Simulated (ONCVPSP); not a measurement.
**Ag (Z = 47), ONCV: configuration errors across variants**

```json
{"Element": "silver", "Generator": "ONCVPSP 4.0.1", "Type": "optimised norm-conserving Vanderbilt (ONCV)", "Functional": "PBE", "Relativity": "scalar-relativistic", "Frozen core": "[Ar] 3d10", "Valence charge": "19", "Reference configuration": "4s2 4p6 4d10 5s0.5 5p0.5", "Partial waves": "4s+5s: rc 1.80 bohr, ncon 3, nbas 6, qcut 7.2 1/bohr, 2 projectors; 4p+5p: rc 1.35 bohr, ncon 4, nbas 8, qcut 12.6 1/bohr, 3 projectors, debl 1.6 Ha; 4d: rc 1.30 bohr, ncon 3, nbas 7, qcut 7.1 1/bohr, local", "Local potential": "the d channel", "Core correction": "none"}
```

All-electron excitation energies from the reference (eV): (1) 4s2 4p6 4d10 5s1 5p0 -1.880; (2) 4s2 4p6 4d10 5s0 5p0 5.878; (3) 4s2 4p6 4d9 5s1 5p1 6.692.

2 further variants failed, have other tests or too few solved ones, and are left out.

Errors AE − PS in meV (a dash: test not solved or not reliable):

```tsv
change	(1)	(2)	(3)	bound ghosts	GHOST(+) flags above zero
base	+0.3	-1.1	-4.7	none	none
all radii scaled by about 0.79 (s 1.42, p 1.06, d 1.02 bohr)	+0.3	-1.1	-1.2	none	none
all radii scaled by about 0.83 (s 1.50, p 1.12, d 1.08 bohr)	+0.3	-1.0	-2.0	none	none
all radii scaled by about 0.89 (s 1.60, p 1.20, d 1.16 bohr)	+0.3	-1.1	-3.0	none	none
all radii scaled by about 0.95 (s 1.72, p 1.28, d 1.24 bohr)	+0.3	-1.1	-4.1	none	none
all radii scaled by about 1.09 (s 1.96, p 1.48, d 1.42 bohr)	+0.3	-1.1	-5.9	none	none
all radii scaled by about 1.24 (s 2.24, p 1.68, d 1.62 bohr)	+0.3	-1.1	-7.7	none	none
```

Problem. Give the same row for: all radii scaled by about 1.16 (s 2.08, p 1.56, d 1.50 bohr).

Solution. +0.3, -1.1, -6.6; bound ghosts: none; GHOST(+) flags above zero: none.
